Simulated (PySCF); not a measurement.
C4H5NSi, SMILES C(#C)[SiH](N)C#C.

The structure is a stationary point at PBE0-D3(BJ)/def2-SVP. This is a generated structure with no PubChem entry under its InChIKey; it may be hypothetical. Other conformers were not sampled.

Two levels are set side by side: TDDFT-PBE/def2-SVPD (PySCF) and TDDFT-B3LYP/def2-SVPD (PySCF). Vertical, same geometry. The lowest singlet is HOMO→LUMO 96 % with PBE and HOMO→LUMO 73 %, HOMO−1→LUMO 13 % with the other functional; states are paired by order. Differences are taken from unrounded values.

```csv
quantity,TDDFT-B3LYP,TDDFT-PBE,TDDFT-PBE minus TDDFT-B3LYP
lowest singlet excitation (eV),5.58,4.90,-0.67
lowest triplet excitation (TDA) (eV),4.77,4.51,-0.26
```

Functionals without exact exchange tend to place singlet excitations lower, as here. Differences between two approximate levels are no errors against the true value.

Rough cost on one machine, each run with all the roots and properties that it gave: TDDFT-B3LYP against TDDFT-PBE about 3 times.
